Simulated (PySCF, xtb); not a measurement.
SiHBr3, SMILES Br[SiH](Br)Br.

Harmonic wavenumbers (cm⁻¹) from GFN2-xTB (xtb) at its own minimum, in rising order: 85, 90, 137, 340, 461, 467, 632, 648, 2439.

What does B3LYP-D3(BJ)/def2-SVP (PySCF) give at its own minimum? (Estimate from the structure and the level; the computed values follow.)

105, 105, 164, 357, 473, 473, 774, 774, 2287. Paired by order, the mean absolute difference is 58 cm⁻¹ and the zero-point energies are 7.6 and 7.9 kcal/mol.
